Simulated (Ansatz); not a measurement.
`CO[SiH2]CF` + `S[SiH2]Cl` → `CO[SiH2]S[SiH2]Cl` + fluoromethane  (ligand exchange at the Si–C bond)

Calculated with Ansatz (gas phase, PBE0-D4/def2-TZVP geometries, no zero-point term in ΔE). CCSD(T)/CBS is the MP2 limit (def2-TZVPP, def2-QZVPP) plus CCSD(T) − MP2 in def2-TZVPP, frozen cores. This one scheme is used for every species. DFT in def2-TZVPP. B3LYP here is the variant with VWN-RPA as its local correlation; programs differ in this. Each species was taken in one conformer, which may not be the lowest.

`CO[SiH2]CF`:

Cartesian coordinates in Å:
```
C -0.205 -1.654 0.940
O -0.290 -1.214 -0.399
Si -0.608 0.334 -0.827
C 0.835 1.491 -0.438
F 1.040 1.561 0.942
H -0.192 -2.744 0.939
H -1.065 -1.316 1.529
H 0.708 -1.289 1.419
H -1.809 0.838 -0.104
H -0.818 0.341 -2.296
H 1.766 1.145 -0.900
H 0.639 2.506 -0.805
```

`S[SiH2]Cl`:

Z-matrix (Å, degrees):
```
Si
Cl 1 2.054
S 1 2.120 2 112.9
H 1 1.478 2 108.5 3 -116.6
H 1 1.479 2 106.5 3 122.3
H 3 1.344 1 94.3 2 70.4
```

`CO[SiH2]S[SiH2]Cl`:

Cartesian coordinates in Å:
```
C -0.828 -1.488 -0.849
O -1.026 -0.901 0.419
Si 0.123 -0.538 1.517
S 0.463 1.575 1.690
Si 0.523 2.089 -0.361
Cl 1.923 0.992 -1.398
H 0.201 -1.838 -0.981
H -1.507 -2.337 -0.954
H -1.050 -0.759 -1.633
H 1.384 -1.226 1.145
H -0.339 -0.926 2.868
H -0.771 1.841 -1.031
H 0.904 3.516 -0.432
```

`CF`:

Z-matrix (Å, degrees):
```
C
F 1 1.376
H 1 1.092 2 109.1
H 1 1.092 2 109.1 3 -120.0
H 1 1.092 2 109.1 3 120.0
```

| level | ΔE (kcal/mol) |
| --- | --- |
| r2SCAN | -20.9 |
| PBE0 | -20.1 |
| B3LYP | -18.0 |
| CCSD/def2-TZVPP | -20.4 |

(1) What does CCSD(T)/CBS give? (Best estimate.)

Largest T1 diagnostic among the species: 0.011.

Results:

(1) Computed: -21.9 kcal/mol. The listed levels differ from it by 1.0, 1.8, 3.9, 1.5 kcal/mol.

The D4 term adds −3.6 kcal/mol with B3LYP and −2.0 kcal/mol with PBE0; it sums over pairs of atoms, weighted by their polarisabilities, and B3LYP, whose exchange is more repulsive, gets the larger term. In def2-TZVPP, CCSD(T) changes the Hartree–Fock value by −1.9 kcal/mol (the triples alone add −0.7 kcal/mol) and MP2 by −4.0 kcal/mol.
